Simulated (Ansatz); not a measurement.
Spectroscopic constants of NiC, closed-shell singlet (the spin of the measured ground state). No spin–orbit coupling. Ni is treated without relativity. The T1 diagnostic near the minimum is 0.074, so single-reference values are doubtful.

```json
[
 {"level": "SVWN5/def2-TZVPP", "bond energy D_e (kcal/mol)": "132.91"},
 {"level": "PBE/def2-TZVPP", "bond energy D_e (kcal/mol)": "108.32"},
 {"level": "r2SCAN/def2-TZVPP", "bond energy D_e (kcal/mol)": "87.87"},
 {"level": "B97M-V/def2-TZVPP", "bond energy D_e (kcal/mol)": "79.53"},
 {"level": "B3LYP/def2-TZVPP", "bond energy D_e (kcal/mol)": "71.01"},
 {"level": "PBE0/def2-TZVPP", "bond energy D_e (kcal/mol)": "65.15"},
 {"level": "BHLYP/def2-TZVPP", "bond energy D_e (kcal/mol)": "14.95"},
 {"level": "CAM-B3LYP/def2-TZVPP", "bond energy D_e (kcal/mol)": "63.17"},
 {"level": "wB97X-V/def2-TZVPP", "bond energy D_e (kcal/mol)": "64.84"},
 {"level": "wB97M-V/def2-TZVPP", "bond energy D_e (kcal/mol)": "66.06"},
 {"level": "CCSD/def2-TZVPP", "bond energy D_e (kcal/mol)": "53.90"},
 {"level": "CCSD/def2-QZVPP", "bond energy D_e (kcal/mol)": "57.62"},
 {"level": "CCSD(T)/def2-TZVPP", "bond energy D_e (kcal/mol)": "85.02"},
 {"level": "CCSD(T)/def2-QZVPP", "bond energy D_e (kcal/mol)": "88.87"},
 {"level": "CCSD(T)/CBS(def2-TZVPP, def2-QZVPP)", "bond energy D_e (kcal/mol)": "91.65"}
]
```

The rows run from 14.95 (BHLYP/def2-TZVPP) to 132.91 kcal/mol (SVWN5/def2-TZVPP). From def2-TZVPP to def2-QZVPP CCSD(T) changes by 3.85. The 10 functionals in def2-TZVPP without D3 or D4 span 117.96, from BHLYP to SVWN5.

D_e counts from the fitted minimum to each atom's lowest state at the same level, without counterpoise. The singlet is restricted.

Correlated levels freeze the inner cores; with def2 sets outer-core shells near the valence are correlated too. CBS(a, b) extrapolates the correlation energy as X⁻³ and adds the Hartree–Fock energy of set b.

Doubts at one or more of the structures used: T1 above 0.05 (CCSD/def2-TZVPP, CCSD/def2-QZVPP, CCSD(T)/def2-TZVPP, CCSD(T)/def2-QZVPP, CCSD(T)/CBS(def2-TZVPP, def2-QZVPP)); a restricted determinant that unrestricted orbitals would lower (CCSD/def2-TZVPP, CCSD/def2-QZVPP, CCSD(T)/def2-TZVPP, CCSD(T)/def2-QZVPP, CCSD(T)/CBS(def2-TZVPP, def2-QZVPP)).

Programs: Ansatz (a quantum-chemistry and plane-wave program) with Gaussian orbitals. Values without a source in brackets are computed.
